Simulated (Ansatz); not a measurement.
`[F][Zn][CH]1CO1` and `BrC1CO1` differ in one atom or group.

Ansatz, PBE0-D4/def2-TZVP geometries, multiplicity 1. Each molecule was computed in one conformer, which needn't be the lowest.

Scalar relativity is left out up to krypton. Spin–orbit coupling is left out; it splits and shifts lone-pair levels of the heavy atoms by tenths of an eV.

```tsv
property	`[F][Zn][CH]1CO1`
HOMO energy (PBE/def2-TZVPP) / eV	-6.27
size of the dipole moment (PBE/def2-TZVPP) / D	2.80
LUMO energy (PBE/def2-TZVPP) / eV	-1.58
HOMO–LUMO gap (B3LYP/def2-TZVPP) / eV	6.45
HOMO–LUMO gap (ωB97M-V/def2-TZVPP) / eV	10.85
HOMO–LUMO gap (PBE/def2-TZVPP) / eV	4.69
```

Problem. What does the change do to each property? (Estimate.)

Solution. The calculation gave: 
```csv
property,`BrC1CO1`,shift
HOMO energy (PBE/def2-TZVPP) / eV,-6.68,-0.41
size of the dipole moment (PBE/def2-TZVPP) / D,2.07,-0.73
LUMO energy (PBE/def2-TZVPP) / eV,-1.03,0.55
HOMO–LUMO gap (B3LYP/def2-TZVPP) / eV,7.47,1.02
HOMO–LUMO gap (ωB97M-V/def2-TZVPP) / eV,12.33,1.48
HOMO–LUMO gap (PBE/def2-TZVPP) / eV,5.65,0.96
```

With PBE0 the HOMO falls by 0.30 eV and the LUMO rises by 0.71 eV, so the gap widens by about 1.01 eV. PBE moves the HOMO by -0.41 eV and ωB97M-V by -0.23 eV. The zero-point energy changes by -3.0 kJ/mol with -3 modes. Dipoles are sizes alone; their direction can turn.

B3LYP here is the variant with VWN-RPA as its local correlation; programs differ in this.
